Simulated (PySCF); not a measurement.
## Ta: ionisation energy

Ta [Xe] 4f14 5d3 6s2 [5d3/2^3, M_J = 3/2] → Ta⁺ [Xe] 4f14 5d3 6s1 [5d3/2^3 6s1/2^1, M_J = 1], as a difference of total energies. Computed with PySCF 2.14 in x2c-QZVPPall-2c, with the two-component X2C-1e Hamiltonian. "Screened" scales the spin-orbit matrix elements by Boettger's factors to mimic the two-electron term; Breit and QED terms are absent.

```csv
method,ionisation energy (eV),error (eV)
GHF (spin-free),5.753,-1.797
GHF (screened spin-orbit),5.752,-1.798
```

Reference: 7.550 eV (measured; NIST Atomic Spectra Database, ionization energies).

The spin-free rows relax to the high-spin LS determinant and lack the spin-orbit shift.

The labels give the starting determinants; with spin-orbit coupling the two ends relaxed to ⟨J²⟩ = 6.09, ⟨L²⟩ = 11.98, ⟨S²⟩ = 3.80 and ⟨J²⟩ = 5.43, ⟨L²⟩ = 12.01, ⟨S²⟩ = 6.03.

The determinant of Ta and of Ta⁺ mixes levels of different J (the jj label is only the starting occupation), so the difference between spin-free and spin-orbit rows is not the physical spin-orbit shift.
